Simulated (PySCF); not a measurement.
Species: C4H10BrGa.
Bonds: C1–C2, C2–C3, C2–C4, C2–Ga5, Ga5–Br6. Hydrogens: H7, H8, H9 on C1; H10, H11, H12 on C3; H13, H14, H15 on C4; H16 on Ga5.

Method: PBE0-D3(BJ)/def2-SVP geometry optimisation, gas phase in PySCF; density fitting, grid level 1; the optimiser is geomeTRIC in internal coordinates, started from a GFN2-xTB structure.

Step 4: E = -126699.0793 eV
```
atom  x, y, z in Å  |  force x, y, z in eV/Å
C1     -0.6947    1.3687    0.3927   -0.151   0.092  -0.014
C2     -0.0506    0.0449    0.0019    0.003  -0.128  -0.083
C3      0.0683   -0.0574   -1.5211   -0.065   0.049  -0.049
C4     -0.8778   -1.1282    0.5311   -0.077   0.010   0.024
Ga5     1.7665    0.0034    0.7994    0.068   0.063   0.078
Br6     2.9765   -1.9285    0.4782    0.026  -0.097  -0.063
H7     -1.7102    1.4358   -0.0400   -0.018   0.031   0.009
H8     -0.8006    1.4793    1.4840    0.012  -0.001   0.007
H9     -0.1274    2.2378    0.0221    0.012   0.002   0.008
H10     0.5293   -1.0027   -1.8486    0.035   0.009   0.056
H11    -0.9385   -0.0088   -1.9807    0.024  -0.027   0.042
H12     0.6459    0.7745   -1.9572    0.047  -0.012   0.016
H13    -1.0042   -1.0963    1.6258    0.041  -0.008   0.016
H14    -0.4424   -2.1051    0.2677    0.051   0.033   0.010
H15    -1.8970   -1.0951    0.0986    0.052   0.001  -0.015
H16     2.5443    1.0853    1.6329   -0.061  -0.017  -0.041
```

Step 5: E = -126699.0831 eV
```
atom  x, y, z in Å  |  force x, y, z in eV/Å
C1     -0.7049    1.3723    0.3901   -0.111   0.043  -0.026
C2     -0.0509    0.0487    0.0041   -0.028  -0.006  -0.026
C3      0.0761   -0.0568   -1.5172   -0.042   0.030  -0.038
C4     -0.8715   -1.1271    0.5356   -0.051   0.003   0.019
Ga5     1.7662    0.0102    0.8027    0.033   0.007   0.031
Br6     2.9310   -1.9460    0.4414    0.068  -0.052  -0.010
H7     -1.7199    1.4358   -0.0446   -0.011   0.018   0.005
H8     -0.8133    1.4844    1.4812    0.008  -0.003   0.004
H9     -0.1396    2.2429    0.0196    0.007   0.000   0.006
H10     0.5451   -1.0015   -1.8344    0.028   0.008   0.035
H11    -0.9279   -0.0162   -1.9820    0.010  -0.024   0.025
H12     0.6544    0.7754   -1.9519    0.032  -0.012   0.010
H13    -0.9979   -1.0930    1.6304    0.029  -0.008   0.007
H14    -0.4257   -2.0999    0.2753    0.037   0.020   0.010
H15    -1.8891   -1.1028    0.1005    0.031  -0.003  -0.017
H16     2.5554    1.0812    1.6362   -0.041  -0.022  -0.032
```

Problem. Estimate the geometry and energy of step 6. (The exact step hangs on the optimiser's Hessian estimate; all steps are aligned on step 5, rigid shifts and turns removed.)

Solution. E = -126699.0863 eV, largest force 0.095 eV/Å
```
atom  x, y, z in Å  |  force x, y, z in eV/Å
C1     -0.7168    1.3779    0.3875   -0.018  -0.014  -0.019
C2     -0.0554    0.0529    0.0057   -0.039   0.083   0.026
C3      0.0813   -0.0561   -1.5138   -0.012  -0.003  -0.012
C4     -0.8707   -1.1249    0.5397   -0.008  -0.004   0.004
Ga5     1.7653    0.0052    0.8025    0.006  -0.036  -0.016
Br6     2.9245   -1.9563    0.4138    0.017   0.015   0.013
H7     -1.7316    1.4412   -0.0478    0.002  -0.006  -0.003
H8     -0.8250    1.4912    1.4786    0.002  -0.002  -0.002
H9     -0.1509    2.2483    0.0169    0.000  -0.002   0.005
H10     0.5527   -1.0040   -1.8175    0.017   0.005   0.004
H11    -0.9184   -0.0166   -1.9860    0.000  -0.016   0.003
H12     0.6697    0.7704   -1.9461    0.007  -0.004   0.005
H13    -0.9903   -1.0933    1.6353    0.009   0.000  -0.001
H14    -0.4160   -2.0928    0.2769    0.016   0.000   0.010
H15    -1.8883   -1.1061    0.1061    0.009  -0.012  -0.013
H16     2.5573    1.0707    1.6349   -0.007  -0.004  -0.003
```

The energy changes by -0.0032 eV. The first-order estimate −F·Δx gives -0.0040 eV and the mean of the old and new forces, exact on a quadratic surface, -0.0023 eV. The step makes an angle of 69° with the force vector and moves no atom by more than 0.030 Å.

What follows is the cost of the whole optimisation. On an x86-64 server with one thread, no GPU, on a shared host, this took 3.5 min wall.
